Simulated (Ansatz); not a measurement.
CoS2⁻. Total charge -1; singlet. Geometry PBE0-D4/def2-TZVPD; atoms count from 1.

Cartesian coordinates in Å:
```
Co 1.127 1.016 -0.834
S -0.932 -0.616 1.344
S -0.196 -0.400 -0.510
```

The restricted singlet is unstable towards broken spin symmetry in Hartree–Fock (as tested in another run); at PBE0-D4/def2-TZVPD this wasn't settled. No other spin state of charge -1 was run. The geometry of the singlet was relaxed on an unsound state (restricted singlet whose occupied levels cross empty ones at other levels, untested at these). Another isomer (quintet) lies 2.63 eV lower at PBE0-D4/def2-TZVPD; other spin states weren't run for this one.

Question: Estimate the Mulliken populations from the PBE0/def2-TZVPD orbitals of Ansatz.

Answer: 
```json
{"atom": "Co1", "charge (e)": "-0.22", "d electrons": "8.01"}
{"atom": "S2", "charge (e)": "-0.59", "d electrons": "–"}
{"atom": "S3", "charge (e)": "-0.19", "d electrons": "–"}
```
Mulliken values and Mayer orders depend strongly on the basis. With diffuse functions, as here, like atoms can get unlike values, and bond orders can come out too low or too high.

Question: And the Mayer bond orders between bonded heavy atoms (over 0.3)?

Answer: Co1–S3 1.76 (1.96 Å); S2–S3 1.20 (2.01 Å). Values over 0.3 also appear between atoms too far apart for a bond (Co1–S2 0.50 at 3.41 Å); they arise where an orbital or an unpaired electron spreads over both atoms.
